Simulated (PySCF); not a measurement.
Working out the ionisation energy of Ge⁺

Ge⁺ [Ar] 3d10 4s2 4p1 (2P) → Ge²⁺ [Ar] 3d10 4s2 (1S). Calculation: PySCF 2.14, in x2c-TZVPPall with one added diffuse shell each of s, p, d type (7s6p5d1f, 57 functions); scalar relativity by spin-free X2C-1e. Frozen: [Ne]. Energies in hartree (1 hartree = 27.21139 eV):

```csv
part,Ge⁺ (lower),Ge²⁺ (upper)
UHF,-2096.776500,-2096.217895
CCSD correlation,-0.299666,-0.284672
(T),-0.007384,-0.006407
```

Problem. What does Hartree-Fock give?

Solution. (-2096.217895) − (-2096.776500) = 0.558605 hartree = 15.200 eV.

Problem. What do CCSD and CCSD(T) give?

Solution. The CCSD correlation energies differ by 0.014994 hartree = 0.408 eV and the triples by 0.000977 hartree = 0.027 eV, so CCSD gives 15.608 eV and CCSD(T) 15.635 eV.

Measured between the centres of the two terms (NIST): 15.789 eV, so CCSD(T) (valence and next inner shell) is off by -0.154 eV.

What remains against the reference includes basis incompleteness, the frozen core and higher excitations.
